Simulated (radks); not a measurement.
Values are calculated unless marked as measured or tabulated.
Q: Bi4+, 79 electrons, occupied as [Xe] 4f14 5d10 6s1 (the NIST ground configuration). Code: a radial shooting solver on a logarithmic mesh with Libxc functionals. Model: Dirac Kohn-Sham, PBE, spin-unpolarised, spherical densities, finite nucleus; Fermi nuclear charge, rms radius 5.5211 fm. Some entries of the table are withheld. Estimate them.

| orbital | occ. | eigenvalue (hartree) | <r> (bohr) |
|---|---|---|---|
| 1s1/2 | 2 | -3325.558 | (1) |
| 2s1/2 | 2 | -598.2688 | 0.06579 |
| 2p1/2 | 2 | -575.1452 | 0.05388 |
| 2p3/2 | 4 | -489.9075 | 0.06293 |
| 3s1/2 | 2 | -145.5487 | 0.1710 |
| 3p1/2 | 2 | (2) | (3) |
| 3p3/2 | 4 | (4) | (5) |
| 3d3/2 | 4 | (6) | 0.1545 |
| 3d5/2 | 6 | (7) | 0.1595 |
| 4s1/2 | 2 | (8) | 0.3770 |
| 4p1/2 | 2 | -29.98664 | 0.3777 |
| 4p3/2 | 4 | -25.28333 | 0.4124 |
| 4d3/2 | 4 | -17.80232 | 0.4160 |
| 4d5/2 | 6 | -16.92421 | 0.4271 |
| 5s1/2 | 2 | -7.28314 | 0.8316 |
| 4f5/2 | 6 | -7.21708 | 0.4379 |
| 4f7/2 | 8 | -7.01521 | 0.4441 |
| 5p1/2 | 2 | -5.69147 | 0.8845 |
| 5p3/2 | 4 | -4.78374 | 0.9725 |
| 5d3/2 | 4 | (9) | 1.184 |
| 5d5/2 | 6 | (10) | 1.221 |
| 6s1/2 | 1 | -1.86922 | 1.954 |

A: 
(1) 1s1/2 <r> (bohr): 0.01580
(2) 3p1/2 eigenvalue (hartree): -135.0351
(3) 3p1/2 <r> (bohr): 0.1615
(4) 3p3/2 eigenvalue (hartree): -115.9507
(5) 3p3/2 <r> (bohr): 0.1780
(6) 3d3/2 eigenvalue (hartree): -98.62098
(7) 3d5/2 eigenvalue (hartree): -94.57440
(8) 4s1/2 eigenvalue (hartree): -34.57098
(9) 5d3/2 eigenvalue (hartree): -2.54590
(10) 5d5/2 eigenvalue (hartree): -2.43161
